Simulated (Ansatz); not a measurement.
Geometry optimisation, RKS PBE0/def2-SVP (Ansatz 0.2.0).

Input file:

```yaml
crystal:
  periodic: [false, false, false]
  atoms:
    - { symbol: C, position_ang: [-0.398, -0.8865, 1.5841] }
    - { symbol: B, position_ang: [0.2175, -0.6328, 0.1433] }
    - { symbol: S, position_ang: [1.8742, -1.3889, -0.2319] }
    - { symbol: C, position_ang: [-0.4446, 0.2287, -0.9926] }
    - { symbol: "N", position_ang: [0.2931, 1.3672, -1.3751] }
    - { symbol: F, position_ang: [-1.7638, 0.6506, -0.5477] }
    - { symbol: H, position_ang: [0.246, -1.4497, 2.2207] }
    - { symbol: H, position_ang: [-1.3794, -1.3472, 1.4473] }
    - { symbol: H, position_ang: [-0.6098, 0.1616, 2.0945] }
    - { symbol: H, position_ang: [2.5804, -0.24, 0.2627] }
    - { symbol: H, position_ang: [-0.6657, -0.4353, -1.8556] }
    - { symbol: H, position_ang: [-0.153, 1.8512, -2.1524] }
    - { symbol: H, position_ang: [0.2235, 2.0864, -0.5824] }
basis:
  gaussian: { orbitals: def2-SVP }
hamiltonian:
  xc: pbe0
relax:
  f_tol: 0.02
  max_steps: 50
```

Launched with:

```bash
$ ansatz run input.yaml --threads 2 --pin off --max-ram 3072MiB --backend cpu --events-out ev --progress --plain --runs-dir out
```

Where does it end, and by what steps?

It converged. The force dipped under the threshold on the way, but the program's further checks kept it going. After 19 steps the energy has fallen by 1.247 eV; H10 moved furthest, 1.18 Å.

```
step  energy less start (eV)  largest force component (eV/Å)  accepted
   0                  0.0000                           2.890       yes
   1                 -0.3263                           0.946       yes
   2                 -0.4047                           0.471       yes
   3                 -0.4905                           0.609       yes
   4                 -0.6274                           1.084       yes
   5                 -0.8067                           1.586       yes
   6                 -1.0027                           1.342       yes
   7                 -1.1222                           0.908       yes
   8                 -1.2057                           0.329       yes
   9                 -1.1926                           0.721        no
  10                 -1.2272                           0.154       yes
  11                 -1.2366                           0.067       yes
  12                 -1.2401                           0.182       yes
  13                 -1.2440                           0.078       yes
  14                 -1.2446                           0.061       yes
  15                 -1.2458                           0.027       yes
  16                 -1.2460                           0.117       yes
  17                 -1.2467                           0.031       yes
  18                 -1.2470                           0.009       yes
  19                 -1.2470                           0.013       yes
```

```xyz
13
Properties=species:S:1:pos:R:3
C -0.541 -1.026 1.605
B 0.304 -0.466 0.415
S 2.058 -0.786 0.302
C -0.414 0.342 -0.767
N 0.415 1.252 -1.465
F -1.575 0.956 -0.260
H 0.028 -1.587 2.359
H -1.338 -1.680 1.206
H -1.075 -0.194 2.095
H 2.237 -0.103 -0.857
H -0.778 -0.413 -1.494
H -0.054 1.672 -2.264
H 0.753 1.998 -0.861
```

Whether the end is a true minimum wasn't checked by a vibrational analysis.

The run took 53 s on 2 threads of Intel(R) Xeon(R) Platinum 8559C (Emerald Rapids), with other jobs on the host, peak memory 0.32 GiB.
